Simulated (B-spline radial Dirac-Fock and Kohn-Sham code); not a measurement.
**f′ and f″ of Rh, 560.8 eV to 6 keV**

Level of theory: the dispersion relation over Dirac-Hartree-Slater subshell photoionisation cross sections, with the Kissel-Pratt high-energy constant (isolated atom, no bound-bound lines or fine structure); a radial finite-basis atomic code. The forward scattering factor is f₀ + f′ + i f″.

Input of the calculation (task.json; shells as n, l, electrons):

```json
{"items": [{
  "Z": 45,
  "q": 0,
  "cfg": [[1, 0, 2], [2, 0, 2], [2, 1, 6], [3, 0, 2], [3, 1, 6], [3, 2, 10], [4, 0, 2], [4, 1, 6], [4, 2, 8], [5, 0, 1]],
  "A": 103,
  "rrms": 4.4945,
  "do": "dispersion",
  "hv": [560.8, 1000.0, 1253.6, 1384.0, 1392.0, 1486.9, 1939.0, 1998.0, 2000.0, 2984.4, 2999.0, 3955.0, 4000.0, 4510.9, 4817.0, 5414.7, 6000.0, 6403.9, 6588.0, 6589.0, 6930.3, 8047.8, 9251.7, 9256.0, 10810.0, 11100.0, 12000.0, 12200.0, 15000.0, 17479.3, 17530.0, 20010.0, 21140.0, 22162.9, 23860.0, 24209.8, 30000.0, 30520.0, 31940.0, 40000.0, 44030.0, 45020.0, 46510.0, 70070.0],
  "edges": {"K": 23220.0, "L1": 3412.0, "L2": 3146.0, "L3": 3004.0, "M1": 628.1, "M2": 521.3, "M3": 496.5, "M4": 311.9, "M5": 307.2, "N1": 81.4}
}]}
```

Launch: `python xray2_run.py task.json out`

Edges near this range: L1 3412.0 eV, L2 3146.0 eV, L3 3004.0 eV, M1 628.1 eV, M2 521.3 eV, M3 496.5 eV.

```csv
hν (eV),λ (Å),f′ (e),f″ (e),tabulated f′,tabulated f″
560.8,22.11,-20.176,25.114,–,25.26
1000,12.40,-7.428,14.804,-7.36,14.49
1253.6,9.890,-6.129,11.161,-6.14,10.71
1384,8.958,-5.894,9.805,-5.92,9.24
1392,8.907,-5.885,9.730,-5.91,9.17
1486.9,8.338,-5.823,8.907,-5.84,8.33
1939,6.394,-6.228,6.152,-6.29,5.75
1998,6.205,-6.345,5.893,-6.40,5.53
2000,6.199,?,?,?,?
2984.4,4.154,-16.445,3.242,-16.84,3.27
2999,4.134,-19.369,3.218,-17.63,3.66
3955,3.135,-3.161,11.558,-3.17,11.35
4000,3.100,-2.954,11.359,-2.95,11.15
4510.9,2.749,-1.395,9.427,-1.41,9.20
4817,2.574,-0.875,8.502,-0.90,8.28
5414.7,2.290,-0.290,7.054,-0.31,6.87
6000,2.066,-0.019,5.970,-0.04,5.83
```

Q: What are f′ and f″ at 2000 eV?

A: f′ = -6.349 and f″ = 5.884 electrons (tables: -6.41 and 5.52). By the optical theorem f″ corresponds to a photoabsorption cross section 2 rₑ λ f″ = 206000 b.

Tabulated f′: xraylib 4.2 anomalous scattering factors (Cullen et al., EPDL97); f″: Chantler's tables (J. Phys. Chem. Ref. Data 1995 and 2000). Both are theoretical tables.
